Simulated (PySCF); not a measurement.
# Two-component Hartree-Fock for Er⁵⁹⁺ (erbium, charge +59)

Start: [He] 2s2 2p5; 2p1/2 filled at m_j = -1/2, +1/2; 2p3/2 filled at m_j = -1/2, +1/2, +3/2. Calculated with PySCF 2.14 in an uncontracted even-tempered set (17 s from 41 bohr⁻², ratio 2.4; 13 p from 53 bohr⁻², ratio 2.4; 5 d from 190 bohr⁻², ratio 2.6; 4 f from 280 bohr⁻², ratio 2.6): generalised Hartree-Fock with the X2C-1e Hamiltonian and a Gaussian nucleus; one run each with spin-orbit coupling (SO) switched off, then screened by Boettger's factors.

| spinor shell | electrons | ε, spin-free (eV) | ε, screened SO (eV) | weight of nominal j (screened SO) | rms radius, screened SO (bohr) |
| --- | --- | --- | --- | --- | --- |
| 1s1/2 | 2 | -62997.8 | -62977.4 | 1.000 | 0.0231 |
| 2s1/2 | 2 | -14584.8 | -14578.9 | 1.000 | 0.0913 |
| 2p1/2 | 2 | -13528.6 | -14204.8 | 1.000 | 0.0776 |
| 2p3/2 | 3 | -13528.6 | -13242.1 | 1.000 | 0.0838 |

```
   quantity    spin-free  screened SO
E (hartree)  -8689.55015  -8708.58102
        M_J          3/2          3/2
       ⟨J²⟩        3.750        3.750
       ⟨L²⟩        2.000        2.017
       ⟨S²⟩        0.750        0.767
```

Each row is a mean over spinors that exchange with the open shell spreads, by up to 58.216 eV (2s1/2).

Breit and QED terms are absent; they matter most for the inner s and p1/2 levels.

Densities and radii are taken from the X2C orbitals without a picture-change correction, which distorts them close to the nucleus.

Without spin-orbit coupling the j labels of p, d and f shells carry no meaning; the spin-free column gives the mean over the occupied spinors of each nl shell.
